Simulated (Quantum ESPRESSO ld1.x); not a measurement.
Problem. Rh XXVII, configuration [Ar] 3d1. All-electron calculation, scalar-relativistic Kohn-Sham, BLYP, spin-unpolarised, spherical densities, point nucleus. Program: ld1.x of Quantum ESPRESSO 7.5. Some entries of the table are withheld. Estimate them.

orbital  occ.  eigenvalue (hartree)  r(max) (bohr)  <r^2> (bohr^2)
1s          2              -889.776        0.02118        0.001438
2s          2              -165.109         0.1194             (1)
2p          6              -152.631            (2)         0.01832
3s          2              -57.5736         0.3325          0.1447
3p          6              -53.5341         0.3216          0.1400
3d          1              -47.9446         0.2608             (3)
4s          0              -28.7193         0.6969          0.5573
4p          0              -27.1293         0.7032             (4)
4d          0              -24.9436         0.6828          0.5539
4f          0                   (5)         0.5526             (6)

Solution. 
(1) 2s <r^2> (bohr^2): 0.02333
(2) 2p r(max) (bohr): 0.09547
(3) 3d <r^2> (bohr^2): 0.1133
(4) 4p <r^2> (bohr^2): 0.5704
(5) 4f eigenvalue (hartree): -22.9920
(6) 4f <r^2> (bohr^2): 0.4499
